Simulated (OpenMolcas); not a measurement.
Ni4+ (d6) on a cation site of an ionic host was computed by CASSCF with the d shell active (OpenMolcas, ANO-RCC-VTZP on the metal). Its lowest spin-free states, and all those of the highest spin:

```json
{"2S+1": "5", "Degeneracy": "3", "E (cm-1)": "0.0"}
{"2S+1": "1", "Degeneracy": "1", "E (cm-1)": "6232"}
{"2S+1": "3", "Degeneracy": "3", "E (cm-1)": "8518"}
{"2S+1": "3", "Degeneracy": "3", "E (cm-1)": "13709"}
{"2S+1": "1", "Degeneracy": "3", "E (cm-1)": "16682"}
{"2S+1": "5", "Degeneracy": "2", "E (cm-1)": "17993"}
{"2S+1": "3", "Degeneracy": "3", "E (cm-1)": "21000"}
{"2S+1": "3", "Degeneracy": "3", "E (cm-1)": "22536"}
{"2S+1": "1", "Degeneracy": "3", "E (cm-1)": "26203"}
{"2S+1": "3", "Degeneracy": "3", "E (cm-1)": "26737"}
{"2S+1": "3", "Degeneracy": "2", "E (cm-1)": "27686"}
{"2S+1": "3", "Degeneracy": "3", "E (cm-1)": "29991"}
```

Is the site octahedral, tetrahedral or cube-like, axial, or of lower symmetry?

The states with 2S+1 = 5 have orbital degeneracies 3, 2. Threefold states need a cubic site. For d6 at this spin an octahedron puts the threefold T2 below the twofold E and a tetrahedron or cube puts the twofold E below the threefold T2, so the site is octahedral. The first gap at this spin, 18000 cm-1, is |10Dq| in ligand-field theory. The run had Ni4+ with its 6 nearest fluoride ions at 1.842 Å, on the Ga site of K2NaGaF6 (a = 8.246 Å, distance in the model lattice 1.938 Å). The rest of the host is ab initio model potentials to 7.6 Å, with orthogonalisation functions on the cations behind the ligands, and point charges beyond; the distance is set by hand and nothing relaxes, and no local charge compensation is placed. Ligand basis ANO-RCC-VDZP.

An orbital triplet at a regular site is open to Jahn-Teller coupling, which can distort the site and quench the lowest spin-orbit gaps and is left out. Without dynamic correlation the repulsion within the d shell is too large (B by tens of per cent), so at a given field states of lower spin stand too high. This shell can be high or low spin here, a state of another spin lies low, and with metal d orbitals alone active their balance is uncertain, so the ground spin may be wrong. The least metal-like active orbital is 65 % on the metal (Löwdin) and no ligand orbital is active, so the numbers are rough, and ground spin, moment and any spin crossover can be artefacts of this space; highly charged d ions in such sites are as a rule low spin. Ligand-to-metal charge-transfer states are missing. With no ligand orbital active B as a rule stays too high, so bands that hang on it stand too high and its fall with covalency is understated. With metal d orbitals alone and no dynamic correlation 10Dq can be off by a tenth to a fifth, either way, in oxide and fluoride hosts. No measured value stands beside these numbers; the geometry was set by hand and not optimised.
